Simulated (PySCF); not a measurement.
## How methods differ on the ionisation energy of Cd²⁴⁺

Cd²⁴⁺ [Ar] 3d6 [3d3/2^4 3d5/2^2, M_J = 4] → Cd²⁵⁺ [Ar] 3d5 [3d3/2^4 3d5/2^1, M_J = 5/2], as a difference of total energies. Calculation: PySCF 2.14, in an even-tempered Gaussian basis (17 s from 3.2 bohr⁻², ratio 2.8; 12 p from 4.2 bohr⁻², ratio 2.8; 8 d from 4.2 bohr⁻², ratio 2.8; 3 f from 16 bohr⁻², ratio 3); the two-component X2C-1e Hamiltonian. Correlated levels: [Ne] frozen; the 76 highest virtual spinors dropped. "Screened" scales the spin-orbit matrix elements by Boettger's factors to mimic the two-electron term; Breit and QED terms are absent.

```tsv
method	ionisation energy (eV)
GHF (spin-free)	1234.1
GMP2 (spin-free)	1235.2
GHF (screened spin-orbit)	1237.0
GMP2 (screened spin-orbit)	1238.1
```

Breit and QED terms and the two-electron picture change are absent.

The spin-free rows relax to the high-spin LS determinant and lack the spin-orbit shift.

The labels give the starting determinants; with spin-orbit coupling the two ends relaxed to ⟨J²⟩ = 20.03, ⟨L²⟩ = 7.19, ⟨S²⟩ = 5.29 and ⟨J²⟩ = 8.75, ⟨L²⟩ = 0.39, ⟨S²⟩ = 7.94.

For comparison: 1237 ± 4 eV (theoretical estimate listed by NIST; NIST Atomic Spectra Database, ionization energies).
